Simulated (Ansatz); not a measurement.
`[CH3][AlH][CH]=N` + `[NH2][AlH2]` → `[CH3][AlH][NH][AlH2]` + `C=N` at 700 K and 1 bar (ligand exchange at the Al–C bond).

Program: Ansatz. Geometries: PBE0-D4/def2-TZVP. ΔE: electronic, gas phase. CCSD(T)/CBS adds triple-zeta CCSD(T) − MP2 to the extrapolated MP2 energy (def2 sets, frozen cores). This one scheme is used for every species. One conformer a species, not always the lowest.

```tsv
species	CCSD(T)/CBS energy (Eh)	H − E (kJ/mol)	S (J/(mol·K))
`[CH3][AlH][CH]=N`	-376.39718	262.7	453.4
`[NH2][AlH2]`	-299.14566	147.5	319.0
`[CH3][AlH][NH][AlH2]`	-581.06085	274.7	489.5
`C=N`	-94.52360	135.6	268.6
```

H − E and S are ideal-gas, rigid-rotor, harmonic terms from PBE0-D4/def2-TZVP, for one conformer and one mirror image of each species. 1 Eh = 2625.50 kJ/mol, R = 8.31446 J/(mol·K).

Question: By hand: ΔE, ΔH, ΔS and ΔG.

Answer: ΔE = (-581.06085) + (-94.52360) − (-376.39718) − (-299.14566) = -0.04161 Eh = -109.2 kJ/mol. Δ(H − E) = 274.7 + 135.6 − 262.7 − 147.5 = 0.1, so ΔH = -109.1 kJ/mol. ΔS = 489.5 + 268.6 − 453.4 − 319.0 = -14.3 J/(mol·K). ΔG = -109.1 − 700 × (-14.3)/1000 = -99.1 kJ/mol.

Question: By hand: the equilibrium constant, and the temperature at which ΔG would vanish if ΔH and ΔS stayed fixed.

Answer: log₁₀ K = −ΔG/(RT ln 10) = 7.4. ΔG = 0 at ΔH/ΔS = 7629 K, far beyond where these terms or the molecules hold.

The number of gas molecules stays the same, so ΔS is small and ΔH decides. A doubt of 5 kJ/mol in ΔE shifts log₁₀ K by 0.4 here. Other conformers and mirror images would add mixing entropy, several J/(mol·K) or more a flexible species. Modes under 60 cm⁻¹, often nearly free rotors, make the harmonic entropy too high. These are equilibria of isolated gas molecules and say nothing of rates. Largest T1 diagnostic: 0.012 (customary marks: 0.02 for closed shells, 0.045 for open ones).
